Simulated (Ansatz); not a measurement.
Abridged output of a molecular run in Ansatz:

```
Functional definition: HF
1412 factors; integrals over basis functions are off by at most 1.3e-3 eV
mean field evaluation 1: about -8002.1128 eV, gradient 4.6e1 eV
mean field evaluation 2: about -8002.2421 eV, gradient 4.6e1 eV
mean field evaluation 4: about -8007.1138 eV, gradient 4.2e0 eV
mean field evaluation 8: about -8007.1745 eV, gradient 2.6e-1 eV
mean field -8007.17475389 eV, -294.2582447476 hartree, gradient 1.7e-6 eV, S^2 0.000000; 0 other end points of the search recorded, 0 dependent functions left out
6 core orbitals not correlated: weight in the atoms' cores, before any rotation towards them, 1.000 or more for the frozen orbitals, at most 0.000 for the correlated occupied ones
reference -8007.17475389 eV, -294.2582447476 hartree; 19, 19 occupied and 114, 114 virtual orbitals, 1412 factors
second order -24.66706156 eV of doubles, -0.00000000 eV of singles
cycle   1  -25.80935111 eV  change    -1.1e0 eV  update   1.0e-1
cycle   2  -26.41163674 eV  change   -6.0e-1 eV  update   2.9e-2
cycle   3  -26.55121632 eV  change   -1.4e-1 eV  update   1.6e-2
cycle   4  -26.54929658 eV  change    1.9e-3 eV  update   4.2e-3
cycle   5  -26.54878735 eV  change    5.1e-4 eV  update   1.9e-3
cycle   6  -26.54877144 eV  change    1.6e-5 eV  update   6.1e-4
cycle   7  -26.54846725 eV  change    3.0e-4 eV  update   1.9e-4
cycle   8  -26.54845117 eV  change    1.6e-5 eV  update   5.3e-5
cycle   9  -26.54846289 eV  change   -1.2e-5 eV  update   1.6e-5
perturbative correction -0.65869328 eV, -0.0242065314 hartree
Total energy: -8034.38191006 eV, -295.2580892951 hartree
```

Its atoms:

```xyz
17

C    -1.811   -0.507   -0.314
O    -0.628    0.043    0.236
B     0.607   -0.149   -0.318
C     0.772   -1.003   -1.629
C     1.810    0.524    0.424
O    -1.160    1.404    2.700
H    -1.748   -1.596   -0.377
H    -2.004   -0.104   -1.312
H    -2.637   -0.237    0.345
H     1.801   -1.027   -1.989
H     0.138   -0.628   -2.440
H     0.456   -2.039   -1.459
H     2.583   -0.219    0.650
H     1.530    1.025    1.353
H     2.294    1.255   -0.234
H    -0.917    0.927    1.894
H    -1.085    2.332    2.471
```

(1) Which basis set was used?
A. def2-SVP
B. def2-TZVPP
C. cc-pV(T+d)Z
D. def2-QZVPP

(2) Write the keys of the input that set method, charge and spin (a neutral closed shell needs none for the last two).

## Answers

(1) A. It gives 139 functions.

(2) 
```yaml
correlation: {method: ccsd_t}
```
